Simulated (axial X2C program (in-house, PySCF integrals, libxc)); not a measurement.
## Excited states of AsN by EOM-EE-CCSD

Calculated with an axial X2C code built on PySCF integrals: two-component X2C with atomic mean-field Coulomb and Gaunt terms, Gaussian nuclei, basis As dyall-acv3z, N dyall-av3z with contracted cores.

R = 1.599 Å (near the PBE0 minimum at charge 0 of the determinant lowest at the starting distance; the state shown can have its own minimum elsewhere).

Hartree–Fock spinors of AsN (one of each Kramers pair; a window near the gap, which can cut inner shells):

```
  ω  occupied  ε (eV)                    character
1/2       yes  -30.07  53% N s, 19% As s, 11% As p
1/2       yes  -18.40   38% As s, 27% N p, 15% N s
1/2       yes  -12.52  50% N p, 28% As p, 11% As s
3/2       yes  -11.41   58% N p, 32% As p, 4% As d
1/2       yes  -11.22    52% N p, 38% As p, 4% N d
3/2        no    0.49  56% As p, 20% As d, 16% N p
1/2        no    0.56  52% As p, 22% As d, 18% N p
1/2        no    1.02           56% As p, 42% As s
1/2        no    1.39  49% As s, 35% As p, 7% As d
1/2        no    1.72   79% As p, 10% N p, 6% As d
3/2        no    1.75    81% As p, 8% N p, 5% As d
```

Vertical excitation energies from the closed-shell determinant state of AsN:

| Ω | excitation (eV) | cm⁻¹ | hole of the leading pair | particle of the leading pair | weight of the pair (for Ω = 0 its time-reversed partner can hold as much again) | singles weight |
| --- | --- | --- | --- | --- | --- | --- |
| 1 | 3.047 | 24577 | 58% N pπ, 32% As pπ | 38% As pπ, 36% N pπ, 12% As dπ | 0.53 | 0.97 |
| 0⁻ | 3.055 | 24643 | 52% N pπ, 38% As pπ | 38% As pπ, 35% N pπ, 12% As dπ | 0.25 | 0.96 |
| 0⁺ | 3.782 | 30505 | 56% N pσ, 23% As pσ, 8% N sσ | 38% As pπ, 33% N pπ, 16% As dπ | 0.47 | 0.94 |
| 0⁻ | 3.785 | 30526 | 56% N pσ, 23% As pσ, 8% N sσ | 38% As pπ, 33% N pπ, 16% As dπ | 0.47 | 0.94 |
| 1 | 3.833 | 30912 | 52% N pσ, 21% As pσ, 8% N sσ | 38% As pπ, 33% N pπ, 16% As dπ | 0.54 | 0.94 |
| 2 | 3.892 | 31391 | 54% N pσ, 23% As pσ, 8% N sσ | 44% As pπ, 28% N pπ, 15% As dπ | 0.91 | 0.94 |
| 1 | 4.005 | 32300 | 51% N pπ, 38% As pπ | 39% As pπ, 34% N pπ, 14% As dπ | 0.93 | 0.96 |
| 2 | 4.024 | 32453 | 58% N pπ, 32% As pπ | 38% As pπ, 34% N pπ, 14% As dπ | 0.52 | 0.96 |
| 3 | 4.049 | 32659 | 58% N pπ, 32% As pπ | 44% As pπ, 29% N pπ, 13% As dπ | 0.95 | 0.95 |

This point took 28 s on 1 thread of Intel(R) Xeon(R) Processor @ 2.30GHz (shared host).

Reference electrons by ω block (each with its −ω partner): 1/2: 14, 3/2: 5, 5/2: 1. 10 electrons of AsN correlated (inner shells frozen), 88 natural virtual spinors (a truncated set); levels can be off by some tenths of an eV. Roots sought by Ω: (0: 5, 1: 4, 2: 3, 3: 1); the list ends where they run out and leaves out roots under 60 % singles weight. The solver can skip a root, and states that need a further excitation, which the method places far too high, are missing though they may lie low or lowest. T1 of the reference 0.024 (Lee–Taylor). Number of frozen shells: As 3 s, 2 p, 1 d; N 1 s.
